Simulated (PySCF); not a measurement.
C2H6GeO2, SMILES CC(=O)[O][GeH3]. Atoms are numbered in the order given.

```xyz
11

Ge    -0.0335     1.3008     0.0000
O     -0.7507    -0.4016     0.0000
C      0.1510    -1.3893     0.0000
C     -0.4803    -2.7586     0.0000
O      1.3443    -1.1747     0.0000
H      0.7837     1.4970    -1.2832
H     -1.3165     2.1467     0.0000
H      0.7837     1.4970     1.2832
H      0.2981    -3.5305     0.0000
H     -1.1254    -2.8682    -0.8852
H     -1.1254    -2.8682     0.8852
```

Geometry: B3LYP-D3(BJ)/def2-SVP.

Level of theory: TDA-PBE/def2-SVPD run with PySCF 2.14.0.

Vertical excitations. Gas-phase values at a fixed geometry. State labels are in the subgroup Cs.

```
state  symmetry  energy (eV)  λ (nm)      f                                                                main pairs
-----  --------  -----------  ------  -----  ------------------------------------------------------------------------
S1           A"         5.60     222  0.001                                                           HOMO→LUMO 100 %
S2           A'         5.60     221  0.035                                                          HOMO→LUMO+1 97 %
S3           A'         5.94     209  0.002                                                         HOMO→LUMO+2 100 %
S4           A"         6.68     185  0.000                                                        HOMO−1→LUMO+1 99 %
S5           A'         6.89     180  0.016                                                          HOMO→LUMO+3 98 %
S6           A"         7.12     174  0.016                                                        HOMO−1→LUMO+2 96 %
S7           A"         7.18     173  0.001                                                         HOMO→LUMO+4 100 %
S8           A'         7.19     172  0.006                                        HOMO→LUMO+5 68 %, HOMO−1→LUMO 24 %
S9           A"         7.26     171  0.001                                                          HOMO−2→LUMO 96 %
S10          A'         7.41     167  0.009  HOMO−2→LUMO+1 57 %, HOMO−1→LUMO 13 %, HOMO→LUMO+5 12 %, HOMO−3→LUMO 11 %
T1           A"         5.09     244      0                                                           HOMO→LUMO 100 %
T2           A'         5.38     230      0                                                          HOMO→LUMO+1 99 %
T3           A'         5.91     210      0                                                          HOMO→LUMO+2 99 %
T4           A'         5.95     208      0                                                          HOMO−1→LUMO 93 %
```
Triplets are in the Tamm–Dancoff approximation.
